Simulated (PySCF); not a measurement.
A PySCF script (with the pyscf-properties extension) for the NMR shieldings of `CS/C=C(\C)C[SiH2]S`, C$_{5}$H$_{12}$S$_{2}$Si, on a GFN2-xTB geometry:

```python
import basis_set_exchange as bse
import numpy as np
from pyscf import gto, dft
from pyscf.prop import nmr

atoms = """
C     3.416054    0.263928    0.903069
S     2.061230    1.261561    0.219680
C     0.898371   -0.025832   -0.100956
C    -0.255074    0.133742   -0.748496
C    -0.705832    1.454342   -1.284898
C    -1.211705   -1.006639   -0.891073
Si   -2.586284   -0.953944    0.438837
S    -1.648699   -0.746322    2.357824
H     4.208190    0.955546    1.171187
H     3.771322   -0.431747    0.148077
H     3.071259   -0.265205    1.787439
H     1.206283   -0.983733    0.289436
H    -1.548149    1.830344   -0.703314
H     0.100575    2.181625   -1.234254
H    -1.032071    1.355514   -2.319514
H    -0.680515   -1.956116   -0.809913
H    -1.681249   -0.975720   -1.873743
H    -3.311773   -2.213799    0.495940
H    -3.473401    0.187461    0.232454
H    -0.603680   -0.054328    1.919181
"""
names = dict.fromkeys(["C", "S", "Si", "H"], "pcSseg-1")
basis = {el: gto.basis.parse(bse.get_basis(n, elements=[el], fmt="nwchem")) for el, n in names.items()}
mol = gto.M(atom=atoms, basis=basis, charge=0, verbose=0)
mf = dft.RKS(mol, xc="PBE0")
mf.grids.level = 2
mf.grids.alignment = dft.numint.BLKSIZE   # the property module wants whole blocks of grid points
mf.conv_tol = 1e-9
mf.kernel()

calc = nmr.RKS(mf)   # GIAO
C = mf.mo_coeff
Co = C[:, mf.mo_occ > 0]
resp = mf.gen_response(singlet=True, hermi=2)
def vind(x):   # induced exchange potential for any number of trial vectors
    d = np.einsum("pi,xij,qj->xpq", C, 2 * x.reshape(-1, C.shape[1], Co.shape[1]), Co, optimize=True)
    return np.einsum("xpq,pi,qj->xij", resp(d - d.transpose(0, 2, 1)), C, Co, optimize=True).ravel()
mo1, _ = nmr.rhf.solve_mo1(calc, with_cphf=vind)
sigma = calc.kernel(mo1)
for i, s in enumerate(sigma):   # ppm
    w = np.linalg.eigvalsh((s + s.T) / 2)
    print("%2d %-2s iso %8.1f  s11 %8.1f  s22 %8.1f  s33 %8.1f" % (i, mol.atom_pure_symbol(i), w.mean(), *w))
```

Q: Give the expected output.

A: 
```
 0 C  iso    165.6  s11    145.9  s22    163.5  s33    187.3
 1 S  iso    513.9  s11    364.9  s22    466.1  s33    710.6
 2 C  iso     54.3  s11    -32.1  s22     85.1  s33    109.8
 3 C  iso     55.0  s11    -49.2  s22     53.7  s33    160.3
 4 C  iso    166.0  s11    150.2  s22    162.5  s33    185.3
 5 C  iso    158.2  s11    142.0  s22    151.2  s33    181.3
 6 Si iso    382.1  s11    336.2  s22    388.4  s33    421.7
 7 S  iso    793.2  s11    701.8  s22    768.0  s33    909.8
 8 H  iso     29.7  s11     24.7  s22     26.4  s33     38.0
 9 H  iso     29.3  s11     24.1  s22     27.2  s33     36.5
10 H  iso     29.2  s11     23.6  s22     28.4  s33     35.7
11 H  iso     26.4  s11     23.1  s22     24.7  s33     31.4
12 H  iso     30.2  s11     25.6  s22     29.7  s33     35.2
13 H  iso     29.6  s11     23.5  s22     31.2  s33     34.0
14 H  iso     30.2  s11     25.8  s22     28.0  s33     36.9
15 H  iso     29.9  s11     25.5  s22     28.4  s33     35.8
16 H  iso     29.9  s11     25.6  s22     28.3  s33     35.8
17 H  iso     27.1  s11     23.2  s22     24.7  s33     33.4
18 H  iso     26.9  s11     23.0  s22     24.7  s33     33.0
19 H  iso     31.2  s11     21.2  s22     27.3  s33     45.0
```

These numbers come from an equivalent density-fitted implementation of the same equations, which agrees with the script to about 0.01 ppm for H and up to a few tenths of a ppm for heavy atoms, so last digits may differ.

Q: Turn these shieldings into chemical shifts. Shifts are taken against calculated references (same method and geometry level): ¹³C (σ = 186.93 ppm), ²⁹Si (σ = 349.16 ppm), ¹H (σ = 31.72 ppm) vs TMS; ³³S (σ = 503.73 ppm) vs CS2.

A: Averaging equivalent atoms: C 2: 132.7; C 3: 132.0; C 5: 28.8; C 0: 21.4; C 4: 20.9; S 1: -10; S 7: -289; Si 6: -32.9; H 11: 5.30; H 17/18: 4.72; H 8/9/10: 2.32; H 15/16: 1.82; H 12/13/14: 1.73; H 19: 0.55 ppm. 

Size and cost of the density-fitted run: 217 basis functions, 2.5 min wall time (2.1 min CPU) on 1 thread of an Intel Xeon, shared host; peak memory 1 GiB.
